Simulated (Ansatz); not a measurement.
tetraarsenic (As$_{4}$), singlet, at a GFN2-xTB geometry; Ansatz (a first-principles code) with HF/6-31G.

Input for Ansatz:
Ansatz 0.2 input:
```yaml
crystal:
  periodic: [false, false, false]
  atoms:
    - {symbol: As, position_ang: [-0.98818600, 0.08569794, -1.07294968]}
    - {symbol: As, position_ang: [0.66338791, 1.29259141, 0.15556555]}
    - {symbol: As, position_ang: [0.99228668, -1.01989496, -0.33205142]}
    - {symbol: As, position_ang: [-0.66748859, -0.35839439, 1.24943554]}
basis:
  gaussian:
    orbitals: 6-31G
    point_charges:
      - {charge: 0.5, position_ang: [-0.9035, 2.2753, -3.7295]}
hamiltonian:
  xc: hf
```

Output, abridged:

```
Functional definition: HF
1030 factors; integrals over basis functions are off by at most 2.1e-4 eV
mean field evaluation 1: about -243143.7669 eV, gradient 1.3e1 eV
mean field evaluation 2: about -243143.8418 eV, gradient 1.4e1 eV
mean field evaluation 4: about -243144.5605 eV, gradient 2.0e0 eV
mean field evaluation 8: about -243144.5819 eV, gradient 6.6e-4 eV
mean field -243144.58189635 eV, -8935.3985753739 hartree, gradient 1.0e-5 eV, S^2 0.000000; 0 other end points of the search recorded, 0 dependent functions left out
reference -243144.58189635 eV, -8935.3985753739 hartree; 66, 66 occupied and 50, 50 virtual orbitals, 1030 factors
Total energy: -243144.58189635 eV, -8935.3985753739 hartree
```
